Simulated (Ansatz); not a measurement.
`C[CH2][Al]([F])[Cl]` + HCl → `[F][Al]([Cl])[Cl]` + `CC` at 700 K and 1 bar (ligand exchange at the Al–C bond).

Gas-phase electronic energies from Ansatz, PBE0-D4/def2-TZVP geometries. CBS: MP2 limit from def2 TZ/QZ plus the TZ coupled-cluster correction, frozen cores. This one scheme is used for every species. Each species was taken in one conformer, which may not be the lowest.

| species | CCSD(T)/CBS energy (Eh) | H − E (kJ/mol) | S (J/(mol·K)) |
| --- | --- | --- | --- |
| `C[CH2][Al]([F])[Cl]` | -880.86334 | 256.7 | 476.7 |
| HCl | -460.38127 | 38.4 | 211.8 |
| `[F][Al]([Cl])[Cl]` | -1261.58534 | 61.2 | 374.5 |
| `CC` | -79.71954 | 238.1 | 289.3 |

H − E and S are ideal-gas, rigid-rotor, harmonic terms from PBE0-D4/def2-TZVP, for one conformer and one mirror image of each species. 1 Eh = 2625.50 kJ/mol, R = 8.31446 J/(mol·K).

Problem. By hand: ΔE, ΔH, ΔS and ΔG.

Solution. ΔE = (-1261.58534) + (-79.71954) − (-880.86334) − (-460.38127) = -0.06027 Eh = -158.2 kJ/mol. Δ(H − E) = 61.2 + 238.1 − 256.7 − 38.4 = 4.2, so ΔH = -154.0 kJ/mol. ΔS = 374.5 + 289.3 − 476.7 − 211.8 = -24.7 J/(mol·K). ΔG = -154.0 − 700 × (-24.7)/1000 = -136.7 kJ/mol.

Problem. By hand: the equilibrium constant, and the temperature at which ΔG would vanish if ΔH and ΔS stayed fixed.

Solution. log₁₀ K = −ΔG/(RT ln 10) = 10.2. ΔG = 0 at ΔH/ΔS = 6235 K, far beyond where these terms or the molecules hold.

ΔH outweighs TΔS. A doubt of 5 kJ/mol in ΔE shifts log₁₀ K by 0.4 here. Other conformers and mirror images would add mixing entropy, several J/(mol·K) or more a flexible species. Modes under 60 cm⁻¹, often nearly free rotors, make the harmonic entropy too high. These are equilibria of isolated gas molecules and say nothing of rates. Largest T1 diagnostic: 0.010 (customary marks: 0.02 for closed shells, 0.045 for open ones).
